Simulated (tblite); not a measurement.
A tight-binding relaxation on `N[CH]/C=[CH]\[GeH3]` [radical].

Computed with GFN2-xTB geometry optimisation, gas phase (tblite 0.8.0). Start geometry: from a force field or distance geometry. A driver script takes a list of jobs; this job's settings line and coordinates (Å) are shown.

Command:
```bash
OMP_NUM_THREADS=1 python probes_run.py task.json out
```

Input:
```
{"job": {"kind": "relax", "xc": "GFN2-xTB", "basis": "xTB"}, "charge": 0, "multiplicity": 2}
N      1.982700    -1.058600    -0.073500
C      1.021900    -0.371500     0.738600
C      0.647400     0.898200     0.086300
C     -0.625300     1.113000    -0.329500
Ge    -2.006700    -0.207000    -0.072400
H      2.651900    -0.355400    -0.441100
H      1.575900    -1.674300    -0.815300
H      1.458800    -0.160100     1.750700
H      1.408400     1.656900    -0.063800
H     -0.902100     2.031800    -0.797400
H     -3.110700    -0.079400    -1.147400
H     -1.465400    -1.676000    -0.210100
H     -2.641200    -0.117000     1.357100
```

Output:
```
step      E/eV     max force
  0    -413.15297    2.473
  1    -413.32071    1.988
  2    -413.44858    0.972
  3    -413.51816    0.695
  4    -413.54176    0.563
  5    -413.57054    0.426
  6    -413.59099    0.494
  7    -413.61455    0.392
  8    -413.62996    0.352
  9    -413.64300    0.315
... (106 lines left out)
116    -415.07653    0.024
117    -415.07673    0.022
118    -415.07684    0.022
119    -415.07689    0.020
120    -415.07693    0.018
121    -415.07700    0.016
122    -415.07709    0.022
123    -415.07715    0.017
124    -415.07718    0.012
125    -415.07719    0.009
```

«max force» is the largest atomic force in eV/Å.

Question: From which step on does the largest force stay under 0.1 eV/Å, and how much energy is left to gain from there?

Answer: From step 106 (0.064 eV/Å), 5.0 meV above the end.

In short: energy lowered by 44.4 kcal/mol over 125 steps; largest atomic force 0.009 eV/Å at the end.

Time: 0.63 s. Hardware: one thread of an Arm Neoverse V1, on a shared host.
Labels such as C1 count atoms from 1, the log's own numbers from 0.
